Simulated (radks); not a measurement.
Question: The oxygen ion O3+, configuration 2s2 2p1 3p2 (not the ground configuration). Calculated with a radial shooting solver on a logarithmic mesh with Libxc functionals: scalar-relativistic Kohn-Sham, PBE, spin-polarised, spherical densities, finite nucleus; open shells are filled with parallel spins first; Fermi nuclear charge, rms radius 2.6991 fm. Some entries of the table are withheld. Estimate them.

orbital,occ.,eigenvalue (eV),r(max) (bohr),<r^2> (bohr^2)
2s up,1,-120.0137,(1),0.7685
2s down,1,-115.8880,(2),0.7832
2p up,1,-112.9801,0.5342,0.5773
3p up,2,-32.6767,1.937,(3)

Answer: 
(1) 2s up r(max) (bohr): 0.6817
(2) 2s down r(max) (bohr): 0.6880
(3) 3p up <r^2> (bohr^2): 5.191
